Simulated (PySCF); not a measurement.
Radial density of Sn⁻ (tin, charge -1)

UHF, [Kr] 4d10 5s2 5p3, high-spin 4S determinant. All numbers are calculated (PySCF 2.14, scalar relativity through the core potential, in aug-cc-pVQZ-PP with one added diffuse shell each of s, p, d, f, g type with ECP28MDF (8s8p6d4f3g, 117 functions)). This is the valence pseudo-density: the core potential removes the inner electrons and smooths the orbitals near the nucleus.

```json
{"r (bohr)": "0.00420", "4πr²ρ (e/bohr)": "1.376e-05", "4πr²(ρα − ρβ)": "0.0000"}
{"r (bohr)": "0.00707", "4πr²ρ (e/bohr)": "3.493e-05", "4πr²(ρα − ρβ)": "0.0000"}
{"r (bohr)": "0.0119", "4πr²ρ (e/bohr)": "7.995e-05", "4πr²(ρα − ρβ)": "0.0000"}
{"r (bohr)": "0.0200", "4πr²ρ (e/bohr)": "0.0001654", "4πr²(ρα − ρβ)": "0.0000"}
{"r (bohr)": "0.0337", "4πr²ρ (e/bohr)": "0.0002947", "4πr²(ρα − ρβ)": "0.0000"}
{"r (bohr)": "0.0566", "4πr²ρ (e/bohr)": "0.0005592", "4πr²(ρα − ρβ)": "0.0000"}
{"r (bohr)": "0.0952", "4πr²ρ (e/bohr)": "0.002301", "4πr²(ρα − ρβ)": "0.0000"}
{"r (bohr)": "0.160", "4πr²ρ (e/bohr)": "0.02414", "4πr²(ρα − ρβ)": "0.0000"}
{"r (bohr)": "0.269", "4πr²ρ (e/bohr)": "0.4013", "4πr²(ρα − ρβ)": "0.0008"}
{"r (bohr)": "0.453", "4πr²ρ (e/bohr)": "6.370", "4πr²(ρα − ρβ)": "0.0276"}
{"r (bohr)": "0.762", "4πr²ρ (e/bohr)": "22.82", "4πr²(ρα − ρβ)": "0.0467"}
{"r (bohr)": "1.28", "4πr²ρ (e/bohr)": "10.24", "4πr²(ρα − ρβ)": "0.0241"}
{"r (bohr)": "2.16", "4πr²ρ (e/bohr)": "2.550", "4πr²(ρα − ρβ)": "0.7742"}
{"r (bohr)": "3.63", "4πr²ρ (e/bohr)": "1.082", "4πr²(ρα − ρβ)": "0.7715"}
{"r (bohr)": "6.10", "4πr²ρ (e/bohr)": "0.1975", "4πr²(ρα − ρβ)": "0.1834"}
{"r (bohr)": "10.3", "4πr²ρ (e/bohr)": "0.01046", "4πr²(ρα − ρβ)": "0.0104"}
{"r (bohr)": "17.3", "4πr²ρ (e/bohr)": "8.020e-05", "4πr²(ρα − ρβ)": "0.0001"}
```

Energies and moments cover only the electrons outside the core potential.
